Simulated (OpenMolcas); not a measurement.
# neutral zinc: CASPT2 settings compared

```yaml
Program: OpenMolcas 26.06
Basis: ANO-RCC-VQZP [7s6p4d3f2g1h]
Scalar_Hamiltonian: DKH4, point nucleus
Active_space: 2 electrons in 4 orbitals (4s 4p)
State_averaging: 2S+1 = 3 even, 3 roots (0 in the spin-orbit step); 2S+1 = 1 even, 1 root; 2S+1 = 3 odd, 3 roots; 2S+1 = 1 odd, 3 roots
Spin-orbit_coupling: RASSI with atomic mean-field integrals over the reference wave functions, term energies averaged over their components
```

Methods on the same reference wave functions:
A. CASSCF
B. SS-CASPT2, IPEA 0.2 Eh, imaginary shift 0.15 Eh (closed shells correlated: 3d)
C. SS-CASPT2, IPEA 0.6 Eh, imaginary shift 0.2 Eh (closed shells correlated: 3d)
D. SS-CASPT2, IPEA 0.4 Eh, sigma2 regulariser 0.4 Eh (closed shells correlated: 3s 3p 3d)

Energies in cm⁻¹ above 4s² ¹S₀, the measured ground level; measured values from NIST Handbook of Basic Atomic Spectroscopic Data.

| Level | A | B | C | D | Measured |
| --- | --- | --- | --- | --- | --- |
| 4s² ¹S₀ | 0.0 | 0.0 | 0.0 | 0.0 | 0.0 |
| 4s 4p ³P°₀ | 29122 | 31939 | 32205 | 32525 | 32311 |
| 4s 4p ³P°₁ | 29279 | 32096 | 32362 | 32681 | 32501 |
| 4s 4p ³P°₂ | 29595 | 32412 | 32678 | 32998 | 32890 |
| 4s 4p ¹P°₁ | 48869 | 48709 | 49387 | 49375 | 46745 |

Deviations, from unrounded energies. A percentage is the sum of absolute deviations over the sum of measured energies, with the sign that they share, or ± where signs differ.

| Against measurement | Levels | A | B | C | D |
| --- | --- | --- | --- | --- | --- |
| mean absolute deviation (cm-1) | 4 | 3000 | 810 | 770 | 780 |
| other configurations (%) | 4 | ±8.2 | ±2.2 | ±2.1 | +2.2 |

B, C, D lie about equally close to measurement and A furthest from it. The largest miss of C in the table is 4s 4p ¹P°₁, by +2600 cm-1. The ranking rests on the paired levels alone, and a cruder setting can come out closer through cancelling errors.

Among B to D the level of the table that moves most is 4s 4p ¹P°₁, by 680 cm-1 (lowest in B, highest in C).

The lowest spin-free term lies below A's lowest term by 0.533 hartree in B, 0.531 hartree in C, 0.954 hartree in D.

Some high roots are left out of the spin-orbit mixing, which shifts the levels that they would mix with. Without dynamic correlation excited terms often stand tens of per cent too high (terms of higher spin than the ground term too low), and those without a measured partner can miss by more than the paired ones (holds for A). Computed and measured levels are paired by configuration, term and J; levels that our copy of the source lacks, or whose pairing is in doubt (as where it misses far off the trend of its configuration), stay unpaired and out of the deviations. Levels of configurations outside the active space are missing.

° marks odd parity.
